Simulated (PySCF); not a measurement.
Input for PySCF: R-B3LYP/6-311+G** on H3NSSi (SMILES N[Si]S), a point of a torsion scan.

```python
from pyscf import gto, scf, dft, mp
from pyscf.data.elements import chemcore

mol = gto.M(
    atom='''
    N    -1.19588485    0.06991465    0.26628763
    Si    0.27214822   -0.69087509   -0.14474852
    S     1.60513880    0.87692758    0.64635026
    H    -1.26652024    0.96535155    0.72882132
    H    -2.09691542   -0.33133617    0.07170224
    H     2.71826455    0.24483563    0.30569133
    ''',
    basis='6-311+g**',
    charge=0, spin=0, verbose=3, max_memory=1800)
mf = dft.RKS(mol, xc='b3lyp')
mf.conv_tol = 1e-8
mf.max_cycle = 100
mf.kernel()
if not mf.converged:
    mf = mf.newton().run(mf.mo_coeff, mf.mo_occ)
```

The log:

```
converged SCF energy = -744.35091900108
```

The calculation finished and met its thresholds.

Cost: around 11 core-seconds (rough).
